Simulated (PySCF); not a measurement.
The same groups moved round the core (butadiene chloro+silyl). Isolated molecules, 0 K electronic values unless said otherwise. One relaxed conformer stands for each flexible species; it need not be the lowest. Strings in code marks are SMILES. All members: neutral, multiplicity 1. Level: TPSSh-D3(BJ)/def2-TZVP // CAM-B3LYP-D3(BJ)/def2-TZVP (PySCF), beside PBE-D3(BJ)/def2-TZVP // CAM-B3LYP-D3(BJ)/def2-TZVP (PySCF) at the same geometries. 

```json
[
 {"species": "`C=C/C=C(\\[SiH3])Cl` (C–C–C–C torsion 180°)", "HOMO–LUMO gap, PBE (eV)": "3.59", "HOMO–LUMO gap, TPSSh-D3(BJ) (eV)": "withheld"},
 {"species": "`[SiH3]/C=C/C=C/Cl` (C–C–C–C torsion 180°)", "HOMO–LUMO gap, PBE (eV)": "3.60", "HOMO–LUMO gap, TPSSh-D3(BJ) (eV)": "4.49"},
 {"species": "`C=C/C(Cl)=C\\[SiH3]` (C–C–C–Cl torsion 0°)", "HOMO–LUMO gap, PBE (eV)": "3.65", "HOMO–LUMO gap, TPSSh-D3(BJ) (eV)": "4.55"},
 {"species": "`C=C/C(Cl)=C/[SiH3]` (C–C–C–Cl torsion 0°)", "HOMO–LUMO gap, PBE (eV)": "3.71", "HOMO–LUMO gap, TPSSh-D3(BJ) (eV)": "4.60"},
 {"species": "`C=C([SiH3])/C=C/Cl` (Si–C–C–C torsion 0°)", "HOMO–LUMO gap, PBE (eV)": "3.74", "HOMO–LUMO gap, TPSSh-D3(BJ) (eV)": "4.66"},
 {"species": "`C=C(Cl)/C=C/[SiH3]` (Cl–C–C–C torsion 0°)", "HOMO–LUMO gap, PBE (eV)": "3.76", "HOMO–LUMO gap, TPSSh-D3(BJ) (eV)": "4.67"},
 {"species": "`C=C([SiH3])C(=C)Cl` (Si–C–C–Cl torsion 45°)", "HOMO–LUMO gap, PBE (eV)": "4.02", "HOMO–LUMO gap, TPSSh-D3(BJ) (eV)": "5.01"}
]
```

Task: Fit y = a + b·x, y being the HOMO–LUMO gap at the first level, to the 6 complete rows by least squares, with x = the PBE value in eV. Give a, b and the rms residual, and predict the withheld value.

Result: Means of the 6 rows: x̄ = 3.7467, ȳ = 4.6633 eV. Σ(x − x̄)² = 0.10713 and Σ(x − x̄)(y − ȳ) = 0.13357, so b = 1.247 and a = ȳ − b·x̄ = -0.009 eV. The rms residual is 0.010 eV. At x = 3.59 the line gives 4.47 eV, outside the range of the fitted rows. The run for `C=C/C=C(\[SiH3])Cl` (C–C–C–C torsion 180°) gave 4.48 eV, so the line is off by 0.01 eV, within twice the rms residual.

Codes: PySCF.
